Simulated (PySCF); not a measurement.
**Correlation energy of C (carbon, neutral)**

[He] 2s2 2p2, high-spin 3P determinant. Computed with PySCF 2.14 in pcseg-2, with no relativity, point nucleus. Frozen: 1s2; 4 electrons correlated.

MP2 pair energies summed by pair of shells (mhartree):

| pair | energy | share (%) |
| --- | --- | --- |
| 2s-2p | -39.22 | 60.9 |
| 2s-2s | -18.05 | 28.0 |
| 2p-2p | -7.10 | 11.0 |

Total MP2 correlation energy: -64.36 mhartree.

Same-spin part -12.06 and opposite-spin part -52.30 mhartree; SCS-MP2 scales them by 1/3 and 6/5 to -66.78 mhartree.

```csv
level,correlation energy (mhartree)
CCSD,-84.09
(T),-1.86
CCSD(T),-85.95
```

Diagnostics: T1 = 0.0082, D1 = 0.0167, largest double amplitude 0.100.

Cost of the coupled-cluster step: 0.53 s of wall time on 1 thread of Intel(R) Xeon(R) Platinum 8375C CPU @ 2.90GHz (shared host), for 4 correlated electrons.

Iterations:

```
CC2 = 0
CCSD nocc = (np.int64(3), np.int64(1)), nmo = (29, 29)
frozen orbitals [[0], [0]]
max_cycle = 100
direct = 0
conv_tol = 1e-08
conv_tol_normt = 1e-06
diis_space = 8
diis_start_cycle = 0
Init t2, MP2 energy = -0.0643642021688565
Init E_corr(UCCSD) = -0.0643642021699798
cycle = 1  E_corr(UCCSD) = -0.0774247728803989  dE = -0.0130605707  norm(t1,t2) = 0.0450045
cycle = 2  E_corr(UCCSD) = -0.0812487990532776  dE = -0.00382402617  norm(t1,t2) = 0.0198168
cycle = 3  E_corr(UCCSD) = -0.084138748604333  dE = -0.00288994955  norm(t1,t2) = 0.0102007
cycle = 4  E_corr(UCCSD) = -0.0840832654659078  dE = 5.54831384e-05  norm(t1,t2) = 0.00146647
cycle = 5  E_corr(UCCSD) = -0.0840963285685376  dE = -1.30631026e-05  norm(t1,t2) = 0.000200925
cycle = 6  E_corr(UCCSD) = -0.0840911026667633  dE = 5.22590177e-06  norm(t1,t2) = 4.62702e-05
cycle = 7  E_corr(UCCSD) = -0.0840936207599114  dE = -2.51809315e-06  norm(t1,t2) = 1.23711e-05
cycle = 8  E_corr(UCCSD) = -0.0840930497043252  dE = 5.71055586e-07  norm(t1,t2) = 3.68362e-06
cycle = 9  E_corr(UCCSD) = -0.08409312481732  dE = -7.51129948e-08  norm(t1,t2) = 1.03076e-06
cycle = 10  E_corr(UCCSD) = -0.084093137667293  dE = -1.28499731e-08  norm(t1,t2) = 2.10631e-07
cycle = 11  E_corr(UCCSD) = -0.0840931385143734  dE = -8.47080364e-10  norm(t1,t2) = 4.52061e-08
UCCSD converged
E(UCCSD) = -37.77316735894814  E_corr = -0.08409313851437338
UCCSD(T) correction = -0.00186132943019731
```
